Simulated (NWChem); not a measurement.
Molecule: CH₅InO; SMILES [CH3][InH][OH]

```xyz
8

In    -0.2504     0.0477     0.0009
H     -1.9194     0.5082     0.0058
C      0.7810    -1.8356    -0.0015
H      0.5727    -2.3845     0.9286
H      1.8609    -1.6495    -0.0782
H      0.4547    -2.4562    -0.8486
O      1.0614     1.5719    -0.0012
H      0.6446     2.4401     0.0035
```
Atoms are numbered in this order, from 1.

Level: PBE0/def2-SVP with def2 effective core potentials on In (NWChem), optimised geometry, unscaled harmonic frequencies. def2 effective core potentials on In; no spin-orbit coupling.

```
frequency (cm⁻¹)  IR intensity (km/mol)
----------------  ---------------------
37                                  0.0
127                                 5.6
332                                11.6
414                               147.6
477                               145.9
520                                 9.5
598                                53.6
708                                36.8
731                                12.7
771                               119.6
1186                                1.5
1427                                1.6
1432                                2.8
1777                              229.5
3071                                4.7
3181                                2.0
3198                                0.8
3904                               40.8
```

```yaml
zero_point_energy: 34.1 kcal/mol
thermal correction to the enthalpy at 298.15 K (with zero-point energy): 38.5 kcal/mol
heat capacity Cv: 19.2 cal/(mol K)
entropy at 298.15 K and 1 atm (symmetry number 1): 78.9 cal/(mol K)
```

Rigid rotor and harmonic oscillator; modes under 100 cm⁻¹ make the entropy uncertain.
